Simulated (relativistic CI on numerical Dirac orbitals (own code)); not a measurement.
# Os⁷⁴⁺: sensitivity of the levels to the model

Base calculation: Dirac-Coulomb-Breit CI, separate exchange-only KLI orbitals for each configuration, model QED, unscaled Slater integrals.

CI space: 1s², 1s2s, 1s2p, 1s3s, 1s3p, 1s3d, 1s4s, 1s4p, 1s4d, 1s4f, 1s5s, 1s5p, 1s5d, 1s5f, 1s5g, 1s6s, 1s6p, 1s6d, 2s². Levels of other configurations are missing.

Variants: (1) valence Slater integrals scaled by 0.9; (2) Breit term removed; (3) QED terms removed. Shifts of the energy above 1s² ¹S0, in eV, for the lowest level and the first level of each name with at least 55 % of one term (blank where a level changes its place among those of its configuration and J or its character, or is not in the variant):

| Level | Base | Δ(1) | Δ(2) | Δ(3) |
| --- | --- | --- | --- | --- |
| 1s² ¹S0 | 0.0 | 0.0 | 0.0 | 0.0 |
| 1s2s ³S1 | 62531.7 | +3.1 | +174.2 | +109.7 |
| 1s2p ³P°1 | 62651.2 | -0.4 | +172.0 | +130.8 |
| 1s2s ¹S0 | 62693.2 | -9.4 | +137.5 | +109.6 |
| 1s2p ³P°0 | 62696.5 | +1.9 | +103.5 | +130.8 |
| 1s2p ³P°2 | 64430.0 | +1.5 | +170.2 | +129.3 |
| 1s2p ¹P°1 | 64481.8 | -2.8 | +161.1 | +129.3 |
| 1s3s ³S1 | 74674.3 | +0.8 | +174.0 | +126.6 |
| 1s3p ³P°1 | 74706.0 | -0.1 | +173.4 | +132.8 |
| 1s3s ¹S0 | 74717.3 | -2.4 | +163.6 | +126.4 |
| 1s3p ³P°0 | 74717.8 | +0.5 | +155.5 | +132.8 |
| 1s3p ³P°2 | 75235.8 | +0.4 | +173.1 | +132.3 |
| 1s3d ³D2 | 75245.5 | 0.0 | +175.6 | +133.6 |
| 1s3d ³D1 | 75250.1 | 0.0 | +170.8 | +133.6 |
| 1s3p ¹P°1 | 75251.4 | -0.8 | +169.9 | +132.3 |
| 1s3d ³D3 | 75395.4 | 0.0 | +175.1 | +133.2 |
| 1s3d ¹D2 | 75398.7 | 0.0 | +172.3 | +133.2 |
| 1s4s ³S1 | 78833.0 | +0.3 | +174.0 | +130.7 |
| 1s4p ³P°1 | 78845.7 | -0.1 | +173.7 | +133.2 |
| 1s4s ¹S0 | 78850.3 | -1.0 | +169.7 | +130.6 |
| 1s4p ³P°0 | 78850.4 | +0.2 | +166.6 | +133.2 |
| 1s4p ³P°2 | 79067.5 | +0.2 | +173.6 | +133.0 |

At this charge energies of transitions that change n are usually good to better than 1 %, and those within a shell (Δn = 0) to a few per cent.

Ionisation energy from the two ground configurations alone: base 83971.7 eV; Breit term removed 84146 eV; QED terms removed 84105.6 eV. The NIST ASD value (theoretical) is 83976.2 eV.

LS names give the leading component of a level, which can be under half, so a name can repeat, a term be missing and a line seem to break the LS rules.
